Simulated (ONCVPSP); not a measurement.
**PBE ONCV dataset for chromium (Cr), scalar-relativistic all-electron reference.**

* Element: Cr
* Generator: ONCVPSP 4.0.1
* Type: optimised norm-conserving Vanderbilt (ONCV)
* Functional: PBE
* Relativity: scalar-relativistic
* Frozen core: [Ne]
* Valence charge: 14
* Reference configuration: 3s2 3p6 3d5 4s1
* Partial waves: 3s+4s: rc 1.70 bohr, ncon 5, nbas 10, qcut 8.7 1/bohr, 2 projectors; 3p: rc 1.30 bohr, ncon 4, nbas 7, qcut 11.7 1/bohr, 2 projectors, debl 1.2 Ha; 3d: rc 1.55 bohr, ncon 5, nbas 9, qcut 10.5 1/bohr, 2 projectors, debl 1.9 Ha
* Local potential: polynomial inside 0.85 bohr (lpopt 5, dvloc0 0 Ha)
* Core correction: Teter function, fcfact 4.25, rcfact 1.1

In the p channel the program set the typed energies aside and used -1.670, 0.250 Ha.

- Cutoffs needed: 43 Ha and 49 Ha (the cutoffs (Ha) at which the residual kinetic energy of the hardest occupied pseudo-wave falls to 1 and 0.1 mHa per electron)
- Ghost test: no bound ghost flagged; no localised positive-energy state flagged
- Configuration tests: 1 of 4 tests not solved or not reliable
- rms error of d²Exc/dni dnj: 1.91 mHa without and 0.91 mHa with the model core
